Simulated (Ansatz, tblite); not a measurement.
Isomers of Al2B5 (doublet), found by a short tight-binding search and relaxed with PBE0-D4/def2-SVP in Ansatz.

The xTB rows come from tblite.

Run but left out: HF/def2-TZVP (B: ⟨S²⟩ 1.27, where a pure state has 0.75); HF/def2-TZVP, LC-ωPBE/def2-TZVP (C: ⟨S²⟩ 1.15 to 1.82, where a pure state has 0.75).

Other spin states weren't relaxed.

A:

```xyz
7

B     0.864   -0.656   -0.801
B    -0.393    0.105    1.285
B    -0.661    1.166    0.139
B    -0.092    0.565   -1.221
B     0.275   -1.174    0.603
Al   -1.580   -0.909   -0.529
Al    1.586    0.902    0.523
```

B:

```csv
atom,x (Å),y (Å),z (Å)
B1,0.0706,-0.8968,0.7225
B2,1.4255,-0.2559,-0.0925
B3,0.2000,-0.8491,-0.9659
B4,0.7925,0.6141,1.0492
B5,-0.8124,0.5423,0.8602
Al6,-1.8328,-0.6611,-0.5123
Al7,0.1566,1.5064,-1.0611
```

C:

```xyz
7

B    -1.177    1.124    0.491
B     0.008    0.011   -0.004
B    -0.153    0.673    1.553
B     0.157   -0.669   -1.555
B     1.179   -1.122   -0.492
Al    1.450   -0.653    1.517
Al   -1.464    0.636   -1.511
```

Task: Estimate their order by electronic energy at PBE0-D4/def2-TZVP, counted from the lowest.

Result: B (0.0) < C (26.6) < A (48.6), in kJ/mol.

Task: Do the other levels pick the same lowest one?

Result: Not GFN1-xTB, GFN2-xTB. Energies above each level's lowest (kJ/mol):

```tsv
level	A	B	C
GFN1-xTB	60.8	21.6	0.0
GFN2-xTB	99.2	42.0	0.0
PBE-D4/def2-TZVP	44.3	0.0	23.6
r2SCAN-D4/def2-TZVP	52.0	0.0	17.1
PBE0-D4/def2-TZVP	48.6	0.0	26.6
```
Point groups (tolerance 0.1 Å): A not assigned, B Cs, C D2h. Lower isomers may exist.
